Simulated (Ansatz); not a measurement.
Reaction (ligand exchange at a B–O bond): `B[SiH2]OBF` + `[OH][InH2]` → `FB[O][InH2]` + `B[SiH2]O`

Program: Ansatz. Geometries: PBE0-D4/def2-TZVP. ΔE: electronic, gas phase. CBS: MP2 limit from def2 TZ/QZ plus the TZ coupled-cluster correction, frozen cores. Functionals use def2-TZVPP. Elements past krypton have def2 core potentials. For In outer-core shells are correlated without core-valence functions, which leaves a few kJ/mol of doubt a bond. One conformer a species, not always the lowest.

```csv
species,r2SCAN0 energy (Eh)
`B[SiH2]OBF`,-517.30348
`[OH][InH2]`,-267.17254
`FB[O][InH2]`,-391.96520
`B[SiH2]O`,-392.51896
```

Problem. Work out ΔE.

Solution. ΔE = (-391.96520) + (-392.51896) − (-517.30348) − (-267.17254) = -0.00814 Eh = -0.22 eV. CCSD(T)/CBS gives -0.22 eV.

Largest T1 diagnostic among the species: 0.017.

Leaving LDA and LC-ωPBE aside and taking each functional with its dispersion term where it has one, the values, not all of them listed here, spread over 0.07 eV, from ωB97M-V to BLYP-D4. At CCSD(T), def2-SVP lies −0.09 eV from the extrapolated value and def2-TZVPP −0.01 eV. In def2-TZVPP, CCSD(T) changes the Hartree–Fock value by −0.07 eV (the triples alone add −0.01 eV) and MP2 by −0.07 eV.
